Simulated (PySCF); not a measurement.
Identify the unknown among the candidates.

All candidates are C7H16FNSi.

| technique | computed result |
| --- | --- |
| Dipole | 1.58 D [PBE0/pcSseg-1] |
| Rotational structure | rotational constants A, B, C: 1.540, 0.884, 0.775 GHz [PBE0-D3(BJ)/def2-SVP] |
| 13C NMR | chemical shifts (computed TMS as zero) by class: 88.5 (1 C), 45.8 (1 C), 37.7 (1 C), 18.7 (1 C), 17.9 (1 C), 14.9 (1 C), -6.6 (1 C) ppm [GIAO PBE0/pcSseg-1] |
| NMR, other nuclei | isotropic shieldings of nuclei other than C and H, by class: 232 (1 N), 430 (1 F), 334 (1 Si) ppm [GIAO PBE0/pcSseg-1] |
| 1H NMR | chemical shifts (computed TMS as zero) by class: 4.53 (1 H), 3.33 (1 H), 3.07 (1 H), 2.19 (1 H), 1.57 (1 H), 1.01 (3 H), 1.00 (3 H), 0.88 (1 H), 0.27 (1 H), 0.00 (3 H) ppm [GIAO PBE0/pcSseg-1] |

Electronic properties: PySCF, gas phase, density fitting. Levels stand in brackets. Geometry: PBE0-D3(BJ)/def2-SVP, one conformer, isolated molecule. NMR values are class means; diastereotopic atoms form classes of their own.

**Question.** Which candidate is it?
A. `CCC[Si@@H](NC)[C@@H]1C[C@H]1F`
B. `CC(C)[Si@@]1(C)NCC[C@H]1F`
C. `CCC[Si@@H](NC)[C@H]1C[C@@H]1F`
D. `CCC[Si@@H](NC)[C@@H]1C[C@@H]1F`

**Answer.** B. It is `CC(C)[Si@@]1(C)NCC[C@H]1F`. Numbering: `[CH3:1][CH:2]([CH3:3])[Si@@:4]1([CH3:5])[NH:6][CH2:7][CH2:8][C@H:9]1[F:10]`. Its formula, C7H16FNSi, gives 1 degree of unsaturation: 1 ring and 0 π bonds in the structure found. 7 carbons fall into 7 classes; from least to most shielded: sp3 C–F carbon [C9] (88.5 ppm), ring sp3 carbon bound to nitrogen [C7] (45.8 ppm), ring CH2 carbon [C8] (37.7 ppm), methyl carbon [C1] (18.7 ppm), methyl carbon [C3] (17.9 ppm), chain sp3 carbon bound to silicon [C2] (14.9 ppm), Si-methyl carbon [C5] (-6.6 ppm). Hydrogen classes from least to most shielded: 1 H on an sp3 C–F carbon, C9 (4.53 ppm), 1 H on an sp3 carbon bound to nitrogen, C7 (3.33 ppm), 1 H on an sp3 carbon bound to nitrogen, C7 (3.07 ppm), 1 H on a ring CH2 carbon, C8 (2.19 ppm), 1 H on a ring CH2 carbon, C8 (1.57 ppm), 3 H on a methyl carbon, C1 (1.01 ppm, a mean of values up to 0.7 ppm apart in this geometry), 3 H on a methyl carbon, C3 (1.00 ppm), 1 H on an sp3 carbon bound to silicon, C2 (0.88 ppm), 1 H on a silicon-bound nitrogen, N6 (0.27 ppm), 3 H on an Si-methyl carbon, C5 (0.00 ppm, a mean of values up to 0.5 ppm apart in this geometry). The other shieldings belong to: 232 ppm, silicon-bound nitrogen [N6]; 430 ppm, alkyl fluorine [F10]; 334 ppm, four-coordinate silicon [Si4]. The optimised geometry has point group C1 and is an asymmetric top.

The others, at the same levels:
- `CCC[Si@@H](NC)[C@@H]1C[C@H]1F` fails: its computed 13C shifts are 69.9 (1 C), 30.7 (1 C), 20.5 (1 C), 19.4 (1 C), 18.2 (1 C), 10.5 (1 C), 3.1 (1 C) ppm, 1H shifts are 4.08 (1 H), 4.07 (1 H), 2.70 (3 H), 1.61 (1 H), 1.24 (1 H), 1.18 (1 H), 1.08 (3 H), 0.66 (1 H), 0.56 (1 H), 0.49 (1 H), -0.05 (1 H), -0.42 (1 H) ppm and rotational constant A is 1.000 GHz (against 1.540 GHz).
- `CCC[Si@@H](NC)[C@@H]1C[C@@H]1F` fails: its computed 13C shifts are 72.0 (1 C), 30.5 (1 C), 20.6 (1 C), 19.2 (1 C), 17.5 (1 C), 11.5 (1 C), 4.8 (1 C) ppm, 1H shifts are 4.54 (1 H), 4.45 (1 H), 2.60 (3 H), 1.39 (1 H), 1.33 (1 H), 1.06 (3 H), 0.84 (1 H), 0.82 (1 H), 0.75 (1 H), 0.51 (1 H), -0.25 (1 H), -0.32 (1 H) ppm and rotational constant A is 0.980 GHz (against 1.540 GHz).
- `CCC[Si@@H](NC)[C@H]1C[C@@H]1F` fails: its computed 13C shifts are 72.1 (1 C), 30.5 (1 C), 20.5 (1 C), 19.2 (1 C), 18.6 (1 C), 7.6 (1 C), 2.4 (1 C) ppm, 1H shifts are 4.19 (1 H), 4.05 (1 H), 2.79 (3 H), 1.40 (1 H), 1.13 (1 H), 1.04 (3 H), 1.00 (1 H), 0.65 (1 H), 0.47 (1 H), 0.40 (1 H), -0.03 (1 H), -0.40 (1 H) ppm and rotational constant A is 1.335 GHz (against 1.540 GHz).

Each candidate is one conformer, not necessarily the lowest. Dipoles, sizes and rotational constants follow the conformer. The torsions of the flexible species, by atom-mapped SMILES:
- `[CH3:1][CH2:2][CH2:3][Si@@H:4]([NH:5][CH3:6])[C@@H:7]1[CH2:8][C@H:9]1[F:10]`: C1–C2–C3–Si4 -179°, C2–C3–Si4–N5 -174°, C3–Si4–N5–C6 173°, C3–Si4–C7–C8 152°
- `[CH3:1][CH2:2][CH2:3][Si@@H:4]([NH:5][CH3:6])[C@@H:7]1[CH2:8][C@@H:9]1[F:10]`: C1–C2–C3–Si4 -177°, C2–C3–Si4–N5 -166°, C3–Si4–N5–C6 -52°, C3–Si4–C7–C8 149°
- `[CH3:1][CH2:2][CH2:3][Si@@H:4]([NH:5][CH3:6])[C@H:7]1[CH2:8][C@@H:9]1[F:10]`: C1–C2–C3–Si4 -179°, C2–C3–Si4–N5 -177°, C3–Si4–N5–C6 170°, C3–Si4–C7–C8 82°

The conformers of `CC(C)[Si@@]1(C)NCC[C@H]1F` aren't listed.
